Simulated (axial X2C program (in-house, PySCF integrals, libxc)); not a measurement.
# Excited states of SbP by EOM-EE-CCSD

Calculated with an in-house all-electron X2C program for linear molecules (integrals from PySCF): two-component X2C with atomic mean-field Coulomb and Gaunt terms, Gaussian nuclei, basis Sb dyall-acv3z, P dyall-av3z with contracted cores.

R = 2.191 Å (near the PBE0 minimum at charge 0 of the determinant lowest at the starting distance; the state shown can have its own minimum elsewhere).

Hartree–Fock spinors of SbP (one of each Kramers pair; a window near the gap, which can cut inner shells):

```json
{"ω": "1/2", "occupied": "yes", "ε (eV)": "-22.39", "character": "46% P s, 28% Sb s, 10% Sb p"}
{"ω": "1/2", "occupied": "yes", "ε (eV)": "-15.80", "character": "37% Sb s, 23% P s, 19% P p"}
{"ω": "1/2", "occupied": "yes", "ε (eV)": "-9.97", "character": "43% P p, 40% Sb p, 8% Sb s"}
{"ω": "1/2", "occupied": "yes", "ε (eV)": "-8.97", "character": "46% Sb p, 42% P p, 5% P d"}
{"ω": "3/2", "occupied": "yes", "ε (eV)": "-8.96", "character": "54% P p, 34% Sb p, 5% Sb d"}
{"ω": "1/2", "occupied": "no", "ε (eV)": "-0.11", "character": "32% P p, 30% Sb p, 21% Sb d"}
{"ω": "3/2", "occupied": "no", "ε (eV)": "-0.04", "character": "44% Sb p, 20% P p, 18% Sb d"}
{"ω": "1/2", "occupied": "no", "ε (eV)": "0.96", "character": "76% Sb p, 16% P p, 5% Sb d"}
{"ω": "1/2", "occupied": "no", "ε (eV)": "1.12", "character": "76% Sb s, 8% P s, 8% Sb p"}
{"ω": "1/2", "occupied": "no", "ε (eV)": "1.32", "character": "85% Sb p, 12% P p"}
{"ω": "3/2", "occupied": "no", "ε (eV)": "1.39", "character": "83% Sb p, 14% P p, 2% P d"}
```

Vertical excitation energies from the closed-shell determinant state of SbP:

| Ω | excitation (eV) | cm⁻¹ | hole of the leading pair | particle of the leading pair | weight of the pair (for Ω = 0 its time-reversed partner can hold as much again) | singles weight |
| --- | --- | --- | --- | --- | --- | --- |
| 1 | 1.872 | 15095 | 54% P pπ, 34% Sb pπ | 40% P pπ, 30% Sb pπ, 12% Sb dπ | 0.61 | 0.96 |
| 0⁻ | 1.916 | 15454 | 45% Sb pπ, 41% P pπ | 40% P pπ, 31% Sb pπ, 12% Sb dπ | 0.26 | 0.96 |
| 2 | 2.542 | 20500 | 54% P pπ, 34% Sb pπ | 39% P pπ, 30% Sb pπ, 13% Sb dπ | 0.63 | 0.95 |
| 1 | 2.549 | 20558 | 43% Sb pπ, 40% P pπ | 39% P pπ, 31% Sb pπ, 14% Sb dπ | 0.94 | 0.95 |
| 3 | 2.620 | 21135 | 54% P pπ, 34% Sb pπ | 44% Sb pπ, 26% P pπ, 12% P dπ | 0.94 | 0.95 |

This point took 20 s on 1 thread of Arm Neoverse V2, on a shared host.

Reference electrons by ω block (each with its −ω partner): 1/2: 22, 3/2: 9, 5/2: 2. 10 electrons of SbP correlated (inner shells frozen), 88 natural virtual spinors (a truncated set); levels can be off by some tenths of an eV. Roots sought by Ω: (0: 5, 1: 4, 2: 3, 3: 1); rows need 60 % singles weight and stop where some Ω has no more roots. Missing are any skipped roots, higher Ω and states of a further excitation; these come out far too high here and may in truth be low or lowest. T1 of the reference 0.028 (Lee–Taylor). Number of frozen shells: Sb 4 s, 3 p, 2 d; P 2 s, 1 p. Large amplitudes in the reference (orbital relaxation or multireference character) lower the reliability.
